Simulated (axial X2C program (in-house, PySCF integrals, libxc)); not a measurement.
**Worked dissociation energy of GeI⁺: CCSD(T), scalar-relativistic**

All values were computed with an in-house relativistic program for diatomic molecules. Spin-free means the one-electron spin-free X2C Hamiltonian. Basis: I dyall-cv3z [11s12p8d4f1g], Ge dyall-cv3z [9s9p7d4f1g] (cores contracted in-house); Gaussian nuclei, density fitting, unrestricted open shells. Masses: I 126.904 u, Ge 73.921 u.

Molecular state: M_S = 0, Λ = 0 (closed shell).

Correlated methods: 10 electrons correlated (number of frozen shells: I 4 s, 3 p, 2 d; Ge 3 s, 2 p, 1 d), 284 virtual spin orbitals or spinors in MP2, 90 natural virtuals in coupled cluster.

```
E(I) (2M_S = 1, M_L = 0)   : -7112.897665 hartree
E(Ge+) (2M_S = 1, M_L = 0) : -2096.897888 hartree
E(GeI⁺) at Re              : -9209.932415 hartree
ωe                         : 299.9 cm⁻¹
ωexe                       : 0.545 cm⁻¹
```

(1) Work out De and D0.

The state is one determinant whose occupation by symmetry is held fixed; it was picked as the lowest of a PBE0 search that is not exhaustive. Closed shells are restricted here (equal orbitals for both partners); the stretched side of such a curve lies too high. Dissociation energies refer to the lowest single-determinant-based atoms at the same level and basis. Coupled cluster ran in a truncated set of natural virtual spinors; the MP2 energy of the rest was added. (T) has no such correction and the atoms are truncated less, which lowers De at CCSD(T) by a hundredth of an eV or more. The T1 diagnostic is large, a sign of multireference character. With the outer-core shells frozen, correlated bond lengths of heavy atoms tend to come out a few hundredths of an ångström too long. Spin-free De lacks the spin–orbit lowering of the heavy p-block atom, a tenth of an eV or more for 4p and 5p, up to an eV for 6p and one to two eV for 7p atoms, less what an open-shell molecule gains itself.

Each atomic determinant is the lowest at this level and need not be a pure term. Totals compare only within one Hamiltonian and basis.

## Answers

(1) De = -7112.897665 + (-2096.897888) − (-9209.932415) = 0.13686 hartree = 3.724 eV. The zero-point energy is ωe/2 − ωexe/4 = 150 cm⁻¹ = 0.019 eV, so D0 = 3.706 eV.
